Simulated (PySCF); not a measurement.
dibromo-chloro-fluoromethane (CBr2ClF), SMILES BrC(F)(Cl)Br. Heavy atoms are numbered as in [F:1][C:2]([Cl:3])([Br:4])[Br:5].

Geometry: B3LYP-D3(BJ)/def2-SVP.

The numbers are results of PBE/pcSseg-1 (PySCF), not measurements.

GIAO shieldings, no solvent; atoms alike by connectivity are averaged. δ = σ(ref) − σ: ¹⁹F against CFCl3 (σ = 133.6 ppm); ¹³C against TMS (σ = 182.0 ppm); ³⁵Cl against HCl (σ = 936.5 ppm), references at their B3LYP-D3(BJ)/def2-TZVP geometries, non-relativistic (without spin–orbit terms, shifts of atoms bonded to Cl or Br come out too high).

### Question
Estimate the chemical shifts. (The exact figures need the calculation; the answer reports its results.)

### Answer

| nucleus | atoms | count | δ (ppm) |
|---|---|---|---|
| ¹⁹F | F1 | 1 | 14.9 |
| ¹³C | C2 | 1 | 163.9 |
| ³⁵Cl | Cl3 | 1 | 671.8 |
